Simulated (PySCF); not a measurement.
Species: C6H4F3 (doublet state).
Atom-mapped SMILES: `[F:1][C:2]([F:3])([F:4])[C:5]1[CH:6]=[CH:7][CH:8]=[CH:9]1` (hydrogens: H10 on C6; H11 on C7; H12 on C8; H13 on C9)

Geometry (GFN2-xTB, Å), atoms numbered from 1 in this order:
```xyz
13
C6H4F3 angstrom
F      2.282   -0.493   -1.386
C      1.894    0.106   -0.247
F      2.604   -0.453    0.746
F      2.327    1.383   -0.339
C      0.428    0.012   -0.024
C     -0.557   -0.036   -1.067
C     -1.824   -0.099   -0.465
C     -1.650   -0.089    0.895
C     -0.222   -0.019    1.176
H     -0.338   -0.034   -2.119
H     -2.756   -0.147   -0.993
H     -2.412   -0.126    1.650
H      0.220   -0.004    2.153
```

The hyperfine couplings belong to this conformer and change with its torsions.

The calculation used PySCF, UKS B3LYP, pcH-1 on C F H, non-relativistic, mean-field spin-orbit, GIAO. Geometry: GFN2-xTB; no solvent, vibrations or thermal averaging. The geometry wasn't refined by DFT: couplings that depend on bond lengths, twists or pyramidal angles can differ widely from those at the functional's own minimum. No stability test was run, so a lower SCF solution isn't excluded.

Question: Break the g tensor into its mass correction, gauge correction and orbital-Zeeman/spin–orbit terms.

Answer: 
```json
{"Δg (ppm)": "relativistic mass correction", "1": "-135", "2": "-135", "3": "-135"}
{"Δg (ppm)": "gauge correction", "1": "2", "2": "33", "3": "27"}
{"Δg (ppm)": "orbital Zeeman/spin–orbit", "1": "-317", "2": "197", "3": "738"}
{"Δg (ppm)": "total", "1": "-450", "2": "95", "3": "630"}
```

So g = 2.00187, 2.00241, 2.00295 and g_iso = 2.00241; the tensor is rhombic: the two nearest values differ by 49 % of g3 − g1. Axes: g2 points within 5° of the C6–H10 bond and g3 points within 5° of the C8–C9 bond.

Question: Average each term over the three axes. Which is largest in size?

Answer: The orbital-Zeeman/spin–orbit term 206, the mass correction -135 and the gauge correction 20 ppm, for a total of 92 ppm. The orbital-Zeeman/spin–orbit term is the largest in size. The mass correction is the same along every axis, so the anisotropy comes from the other two: their spans along these axes are 31 (gauge) and 1055 ppm (orbital Zeeman/spin–orbit).

Question: At 9.392 GHz, how far is the centre of the isotropic spectrum from where a free electron (g = 2.002319) resonates?

Answer: B = hν/(g μB) with μB/h = 13.99624 MHz/mT gives 335.13 mT for the free electron and 335.11 mT at g_iso, 0.02 mT lower.

Question: What are the electron Larmor frequencies g μB B/h along the three axes at 3350 mT?

Answer: 93.8625, 93.8881, 93.9131 GHz for g1, g2 and g3, a range of 50.6 MHz.

Question: In a frozen sample, at which fields do the three g values resonate at 9.5, 34, 94 and 263 GHz (hyperfine left aside), and which band first spreads them over more than twice a line width of 0.3 mT?

Answer: 
```csv
band,GHz,B(g3) mT,B(g2) mT,B(g1) mT,spread mT
X,9.5,338.88,338.97,339.06,0.18
Q,34.0,1212.82,1213.15,1213.48,0.65
W,94.0,3353.10,3353.99,3354.91,1.81
J,263.0,9381.54,9384.05,9386.60,5.06
```

The spread grows in proportion to the frequency. Q band is the first where it exceeds 0.6 mT.

Largest spin populations (Mulliken): C6 (+0.61), C8 (+0.39), C9 (+0.31) and C7 (-0.16). Three atoms exceed +0.15. The positive populations add up to 1.31 and the negative ones to -0.31, together 2S = 1. The angles at C6 add up to 360.0°, so it is planar.

The HOMO–LUMO gaps are 7.00 eV among the α and 2.34 eV among the β orbitals.

The SMILES draws the unpaired electron on C5; the largest computed Mulliken spin population is on C6 (0.61 against -0.10).
